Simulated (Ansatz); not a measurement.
Born–Oppenheimer molecular dynamics of BFH2O2 (6 atoms, charge 0, multiplicity 1). It starts from a relaxed structure.

Theory: RKS revPBE-D4/def2-SVP in Ansatz.

```json
{
  "ensemble": "NVT, Nosé–Hoover chain",
  "time step": "0.5 fs",
  "steps asked": "166",
  "set temperature": "1000 K",
  "thermostat": "time constant 100 fs, chain length 3 (defaults)",
  "seed": "331673"
}
```

First frame:

```xyz
6
Properties=species:S:1:pos:R:3
B -0.011 -0.079 -0.010
O -0.015 -0.067 1.365
H -0.877 -0.278 1.761
F 1.158 0.206 -0.607
O -1.073 -0.352 -0.840
H -1.899 -0.558 -0.373
```

(1) How far do the bonds stretch over the last three quarters of this one trajectory? (Pairs bonded in most of those frames.)

## Answers

(1) 
```
 bond  mean (Å)  spread (Å)  shortest  longest
B1–O2     1.376       0.013      1.35     1.41
B1–F4     1.345       0.030      1.30     1.39
B1–O5     1.387       0.034      1.33     1.45
O2–H3     0.989       0.069      0.89     1.09
O5–H6     0.973       0.006      0.96     0.98
```

Mean temperature of the second half: 553 K. The conserved energy stayed within 1.7 meV per atom of its start (net change 1.6 meV per atom), so the integration is sound. The mean temperature of the second half is 45 % below the set value. A run of 0.083 ps of so small a system gives no equilibrium averages.

Time of the run: 58 s on 2 threads of Intel(R) Xeon(R) 6975P-C (Granite Rapids), with other jobs on the host, peak memory 0.14 GiB.
